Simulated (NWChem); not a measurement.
A series in which one site is exchanged, each optimised at PBE0/def2-SVP with NWChem, gas phase unless a solvent is named. All stand in one matching conformer (torsions within 35°), which need not be the lowest. This build's default masses of Se (78.918 u) and Br (79.917 u) are each other's, which moves their modes by up to 0.6 %. For some, no frequency run checked for a minimum. def2 effective core potentials on I; no spin-orbit coupling.

A: N[Se]I (NH₂SeI; site = I)
B: N[Se]Cl (NH₂SeCl; site = Cl)
C: F[Se]N (NH₂SeF; site = F)
D: N[SeH] (NH₃Se; site = H)

Rank them by vertical ionisation energy, ΔSCF, PBE0/def2-SVP (eV), lowest first.

A (8.62), B (9.03), C (9.15), D (9.24)
